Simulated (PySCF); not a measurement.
Br₂, optimised at HF/6-31G*:

```xyz
2

Br     0.0032    -0.8411     0.7711
Br    -0.0032     0.8411    -0.7711
```

Computed with PySCF (xtb for GFN2) and rigid-rotor harmonic-oscillator thermochemistry at 1 bar. 6-31G* has spherical d functions here. All species are closed-shell singlets. B3LYP is the form with VWN-RPA correlation. Br: all electrons, no relativistic terms.

Q: List the harmonic frequencies (cm⁻¹, unscaled) at this level and at the other levels, each on its own geometry.

A: 
- HF/6-31G*: 354
- B3LYP/6-31G*: 314
- GFN2-xTB: 269
- PBE/def2-SVP: 302
- PBE0/def2-TZVP: 334
